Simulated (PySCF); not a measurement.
# Computed records: CH₆BGe, GeH₅NOSi

Computed with PySCF 2.14.0. Calculation on a computer-drawn molecule: the log of a Hartree-Fock and frozen-core CCSD(T) single point meant for a local Hartree-Fock minimum, with one planted fault or none, to be diagnosed. Offsets are logged minus clean, where the clean run is the same molecule without the fault. The reference is restricted for singlets and unrestricted otherwise, and also for a bond in bohr or an excited solution. Adding or removing an electron swaps singlet and doublet. The excited solution moves the top pair (singlet) or top alpha electron (doublet) to the lowest empty orbital. Highest occupied and lowest empty are orbital energies over both spins, largest force is the largest gradient component, triples share is (T) over the correlation energy, the T1 limit is 0.02 restricted and 0.045 unrestricted, electrons count all cores, a negative frequency is imaginary (commonest isotopes), and the dipole is about the centre of nuclear charge; on germanium a core potential holds 10 electrons, which the energies leave out, and 3d is frozen in MP2 and coupled-cluster steps.

Common to all runs: meant charge 0; meant basis and core potential on germanium cc-pVDZ-PP ECP10MDF; logged SCF converged yes; possible faults no fault, one electron removed, one electron added, multiplicity raised by two, geometry at a saddle point, SCF held on an excited solution, minimal basis STO-3G, one bond length entered in bohr, all coordinates scaled.

(1) CH₆BGe

Logged structure:
```xyz
9
CH6BGe
B     -1.2732    -0.5498     0.3194
C      0.1282    -1.2224     0.2940
Ge     1.4325     0.2731     0.5308
H     -1.8526    -0.3821     1.3593
H     -1.7693    -0.1306    -0.6923
H      0.3235    -1.9065     1.1215
H      0.3962    -1.6885    -0.6557
H      1.2523     0.9881     1.8788
H      1.3540     1.2936    -0.6152
```

| Property | Result |
| --- | --- |
| meant multiplicity | 2 |
| meant basis | cc-pVDZ |
| logged electrons | 49 |
| logged basis functions | 81 |
| logged spin squared | 0.8533 |
| logged highest occupied | -3.5948 eV |
| logged lowest empty | -2.4992 eV |
| logged largest force | 0.066447 hartree/bohr |
| logged dipole magnitude | 7.419 debye |
| logged SCF stable within its kind | no |
| logged energy HF | -359.19129 hartree |
| planted fault | SCF held on an excited solution |
| HF energy offset from clean run | 116.3 kcal/mol |

Drawn bonds:
```csv
atom,other atom,order
1,2,1
2,3,1
1,4,1
1,5,1
2,6,1
2,7,1
3,8,1
3,9,1
```

Notes: coupled-cluster numbers left out as unreliable.

(2) GeH₅NOSi

Logged structure:
```xyz
9
GeH5NOSi
N     -0.0719    -0.4221     1.3162
Si    -0.0340     0.8918     0.4654
O     -1.3982     1.7422     0.2084
Ge     1.7061     2.0810    -0.6643
H      0.7213    -0.9994     1.5188
H     -2.1936     1.3992     0.5969
H      1.8142     3.4929    -0.0877
H      1.3774     2.1690    -2.1550
H      3.0309     1.3431    -0.4717
```

| Property | Result |
| --- | --- |
| meant multiplicity | 1 |
| meant basis | cc-pV(D+d)Z |
| logged electrons | 66 |
| logged basis functions | 99 |
| logged spin squared | 0 |
| logged highest occupied | -9.9746 eV |
| logged lowest empty | 2.3819 eV |
| logged largest force | 3.366e-05 hartree/bohr |
| logged lowest frequency | 56.312 cm⁻¹ |
| logged T1 diagnostic | 0.017214 |
| logged D1 diagnostic | 0.055819 |
| logged triples share | 0.029494 |
| logged CC converged | yes |
| logged dipole magnitude | 1.6381 debye |
| logged SCF stable within its kind | yes |
| logged energy HF | -714.55468 hartree |
| logged energy CCSD(T) | -715.15767 hartree |
| planted fault | no fault |
| HF energy offset from clean run | 0 kcal/mol |
| CCSD(T) energy offset from clean run | 0 kcal/mol |

Drawn bonds:
```csv
atom,other atom,order
1,2,2
2,3,1
2,4,1
1,5,1
3,6,1
4,7,1
4,8,1
4,9,1
```
